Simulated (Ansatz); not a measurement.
Molecule: SeCl2, net charge 1, doublet state. 
Structure (B3LYP-D3(BJ)/def2-TZVP (Ansatz, a program for electronic structure) minimum search):
```xyz
3

Se     0.0027    -0.0049     0.6415
Cl     1.0611     1.2732    -0.6363
Cl    -1.0665    -1.2635    -0.6467
```
Charge +1, spin multiplicity 2.

Basis-set convergence of Hartree-Fock and MP2 correlation energies (hartree) with Ansatz. Cores are frozen in the correlated levels unless marked. UHF or UKS for open shells. No spin-orbit coupling. Frozen are the shells of the preceding noble gas and the d and f shells that filled before the atom's block. Non-relativistic.

```
basis       functions        E(HF)  E(corr, MP2)
----------  ---------  -----------  ------------
def2-SVP           68  -3317.91576      -0.37141
def2-TZVPP        132            …             …
```

Some entries are withheld; supply them.


- def2-TZVPP, E(HF): -3318.54911
- def2-TZVPP, E(corr, MP2): -0.50584
